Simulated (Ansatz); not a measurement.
Job for Ansatz (a first-principles code): R-CCSD(T)/cc-pV(T+d)Z on CH9NSi2 (SMILES C[SiH2]N[SiH3]). The basis file is the Basis Set Exchange's JSON of that set.

Ansatz 0.2 input:
```yaml
crystal:
  periodic: [false, false, false]
  atoms:
    - {symbol: Si, position_ang: [-0.85358536, 0.82850887, 0.01317801]}
    - {symbol: N, position_ang: [0.72057403, 0.57652032, -0.67378005]}
    - {symbol: Si, position_ang: [2.07841831, -0.20432213, 0.05133602]}
    - {symbol: C, position_ang: [-1.82879008, -0.75706886, 0.19233881]}
    - {symbol: H, position_ang: [-1.56509832, 1.76862322, -0.88780975]}
    - {symbol: H, position_ang: [-0.72155318, 1.44886157, 1.35518172]}
    - {symbol: H, position_ang: [0.84435075, 0.93119553, -1.61125743]}
    - {symbol: H, position_ang: [2.51434815, -1.40236658, -0.70978755]}
    - {symbol: H, position_ang: [3.25316407, 0.69559632, 0.16521431]}
    - {symbol: H, position_ang: [1.65041198, -0.62344608, 1.40623252]}
    - {symbol: H, position_ang: [-1.30121481, -1.46410613, 0.83661926]}
    - {symbol: H, position_ang: [-1.98398251, -1.23476547, -0.77706781]}
    - {symbol: H, position_ang: [-2.80694302, -0.56333057, 0.63960196]}
basis:
  gaussian:
    orbitals: cc-pV_T+d_Z.json
magnetization: {spin_polarized: false}
correlation: {method: ccsd_t, electrons: outside_noble_gas}
scf: {lower_state_search: off}
```

The log:

```
WARN ansatz: RAYON_NUM_THREADS=4 ignored (pool sized by the plan → 4); use --threads N
Functional definition: HF
these checks for a lower state are left out or cut short: stability, starts, cluster_reference, orbital_swaps, neighbouring_geometries, increment
integrals: 1.83 GiB planned
1495 factors; integrals over basis functions are off by at most 1.1e-3 eV
mean field: 0.99 GiB planned
mean field evaluation 1: about -18378.6451 eV, gradient 4.0e1 eV
mean field evaluation 2: about -18378.8343 eV, gradient 4.0e1 eV
mean field evaluation 4: about -18382.7236 eV, gradient 4.2e0 eV
mean field evaluation 8: about -18382.7857 eV, gradient 1.9e-1 eV
mean field -18382.78591323 eV, -675.5549220115 hartree, gradient 3.3e-6 eV, S^2 0.000000; 0 other end points of the search recorded, 0 dependent functions left out
12 core orbitals not correlated
reference -18382.78591323 eV, -675.5549220115 hartree; 13, 13 occupied and 239, 239 virtual orbitals, 1495 factors
second order -17.63497952 eV of doubles, -0.00000000 eV of singles
coupled cluster: 6.09 GiB planned
cycle   1  -18.62526881 eV  change   -9.9e-1 eV  update   9.0e-2
cycle   2  -19.15141495 eV  change   -5.3e-1 eV  update   2.7e-2
cycle   3  -19.21739853 eV  change   -6.6e-2 eV  update   1.0e-2
cycle   4  -19.21122281 eV  change    6.2e-3 eV  update   2.6e-3
cycle   5  -19.21116630 eV  change    5.7e-5 eV  update   9.8e-4
cycle   6  -19.21105337 eV  change    1.1e-4 eV  update   2.5e-4
cycle   7  -19.21097686 eV  change    7.7e-5 eV  update   7.7e-5
cycle   8  -19.21098961 eV  change   -1.3e-5 eV  update   2.5e-5
perturbative correction -0.68119662 eV, -0.0250335142 hartree
Total energy: -18402.67809946 eV, -676.2859463720 hartree
Checks for a lower state left out: stability, starts, cluster_reference, orbital_swaps, neighbouring_geometries, increment
```

The run converged.

Cost: roughly 4 core-minutes.
